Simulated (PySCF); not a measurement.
Delta-SCF ions had no search for a lower state. Excitations are Tamm–Dancoff values on a coarser integration grid. The basis has no diffuse functions, so Rydberg states are missing or too high.

Cartesian coordinates (Å):
SMILES: B[C@H]1CC[C@@H](C#N)CC1
```xyz
21

B      2.7693     0.4332    -0.3393
C      1.2347     0.2525    -0.2187
C      0.6359    -1.0457    -0.7913
C     -0.8257    -1.2565    -0.3775
C     -1.5386     0.0956    -0.2524
C     -2.9829    -0.0555    -0.1070
N     -4.1261    -0.1839     0.0233
C     -0.9424     0.9214     0.9106
C      0.5543     0.6392     1.0944
H      3.3878    -0.1564    -1.1978
H      3.3484     1.2451     0.3479
H      1.0199     1.0842    -0.9475
H      1.2275    -1.9128    -0.4563
H      0.7186    -1.0331    -1.8898
H     -0.8880    -1.7700     0.5957
H     -1.3455    -1.9020    -1.1006
H     -1.3839     0.6444    -1.1988
H     -1.1139     1.9903     0.7084
H     -1.4882     0.6904     1.8383
H      1.0475     1.5105     1.5504
H      0.6911    -0.1909     1.8078
```
Charge 0, spin multiplicity 1.

Question: Give the S1 oscillator strength, vertical ionisation energy (Delta-SCF), T1 excitation (TDA), S1–T1 gap (TDA) and HOMO at the level TPSSh-D3(BJ)/def2-TZVP // PBE0-D3(BJ)/def2-SVP run with PySCF.

Answer: 
```yaml
S1 oscillator strength: 0.006
vertical ionisation energy (Delta-SCF): 9.95 eV
T1 excitation (TDA): 4.84 eV
S1–T1 gap (TDA): 0.53 eV
HOMO: -7.82 eV
```
